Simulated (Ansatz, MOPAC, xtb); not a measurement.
Torsion H4–O1–Te2–Si3 in H4OSiTe (SMILES O[Te][SiH3]); at each angle all else is relaxed with GFN2-xTB, and the levels are single points there.
Geometry at 90° (charge 0, multiplicity 1):
```tsv
atom	x (Å)	y (Å)	z (Å)
O	2.0873	0.1629	-0.4988
Te	1.2242	-1.5195	0.1825
Si	-0.9480	-1.0346	-0.9423
H	1.9532	0.8823	0.1157
H	-0.8601	-1.0249	-2.4000
H	-1.8167	-2.1192	-0.5013
H	-1.5021	0.2474	-0.5051
```

On the grid 0° to 330°, 0° is the highest and 90° the lowest point at MP2/CBS(def2-TZVPP, def2-QZVPP) + ΔCCSD(T)/def2-TZVPP.

The state that PM3, PM6 reach isn't checked.

Run with Ansatz (a program for electronic structure) with Gaussian orbitals; MOPAC for PM3, PM6 (differences of heats of formation); xtb for the GFN methods.  In def2 rows elements past Kr take small-core potentials, without spin–orbit coupling.

### Question
One of these levels gives 3.34 kcal/mol for the energy at 0° less that at 90°. Which one is it?
A) PM3
B) PM6
C) GFN-FF
D) HF/def2-SVP

### Answer
B, PM6. The others give 1.14 (GFN-FF), 3.73 (PM3), 4.64 (HF/def2-SVP)
